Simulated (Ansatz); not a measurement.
Ansatz (a program for electronic structure) input (RI-MP2/aug-cc-pVQZ):
A basis named .json is the Basis Set Exchange file of that set.

Ansatz 0.2 input:
```yaml
crystal:
  periodic: [false, false, false]
  atoms:
    - {symbol: Br, position_ang: [2.28972257, -0.57978205, -0.19901767]}
    - {symbol: C, position_ang: [0.36654220, -0.24149583, -0.02850457]}
    - {symbol: C, position_ang: [-0.55900545, -1.32832196, 0.08174947]}
    - {symbol: C, position_ang: [-1.90393595, -1.04502257, 0.19993954]}
    - {symbol: Se, position_ang: [-1.97719115, 0.88898350, 0.16309177]}
    - {symbol: C, position_ang: [-0.10280305, 1.02817140, -0.01367405]}
    - {symbol: H, position_ang: [-0.19072496, -2.35067604, 0.07070096]}
    - {symbol: H, position_ang: [0.47014730, 1.93762248, -0.08726503]}
basis:
  gaussian:
    orbitals: aug-cc-pVQZ
    fitting: {mean_field: def2-universal-jkfit, correlation: aug-cc-pVQZ-RIFIT.json}
total_charge: -1
magnetization: {spin_polarized: false}
correlation: {method: mp2, electrons: outside_noble_gas}
```

End of the output:

```
integrals: 2.09 GiB planned
868 factors; integrals over basis functions are off by at most 3.6e0 eV
2.04 GiB of device memory are held for the factors and their scratch space
mean field: 4.18 GiB planned
mean field evaluation 1: about -139454.7157 eV, gradient 3.1e1 eV
mean field evaluation 2: about -139456.9885 eV, gradient 1.9e1 eV
mean field evaluation 4: about -139457.9810 eV, gradient 2.1e0 eV
mean field evaluation 8: about -139458.0027 eV, gradient 1.7e-6 eV
mean field -139458.00272941 eV, -5124.9870722766 hartree, gradient 1.7e-6 eV, S^2 0.000000; 0 other end points of the search recorded, 0 dependent functions left out; unrestricted orbitals would lower it
32 core orbitals not correlated
1356 factors; their error is unknown
reference -139458.00272941 eV, -5124.9870722766 hartree; 16, 16 occupied and 550, 550 virtual orbitals, 1356 factors
second order -28.35467301 eV of doubles, -0.00000000 eV of singles
Total energy: -139486.35740242 eV, -5126.0290872900 hartree
```

It need not be the lowest isomer of its formula. Whether it binds its extra electron was not tested at this geometry.
